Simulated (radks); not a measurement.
Q: The mean radii <r> (bohr) of the occupied orbitals of an atom or ion are listed with their occupations. All-electron calculation, scalar-relativistic Kohn-Sham, SCAN, spin-polarised, spherical densities, finite nucleus; meta-GGA in the generalised Kohn-Sham scheme; Fermi nuclear charge, rms radius of each element as measured or else 0.836 A^(1/3) + 0.57 fm. Program: a radial shooting solver on a logarithmic mesh with Libxc functionals.

| orbital | occ. | <r> |
|---|---|---|
| 1s up | 1 | 0.02507 |
| 1s down | 1 | 0.02507 |
| 2s up | 1 | 0.1068 |
| 2s down | 1 | 0.1066 |
| 2p up | 3 | 0.09363 |
| 2p down | 3 | 0.09343 |
| 3s up | 1 | 0.2684 |
| 3s down | 1 | 0.2695 |
| 3p up | 3 | 0.2630 |
| 3p down | 3 | 0.2642 |
| 3d up | 4 | 0.2350 |

Name the element and its charge. Open shells, if any, are filled with parallel spins first.

A: Z = 57, lanthanum, charge +35: La35+ in [Ar] 3d4. The 1s radius gives Z: for a bare nucleus <r> = (2 gamma + 1)/(2Z) with gamma = sqrt(1 - (Z/c)^2), 0.02473 bohr for Z = 57, and screening makes it slightly larger (0.02507 here). The occupations add up to 22, and the charge is Z minus that.
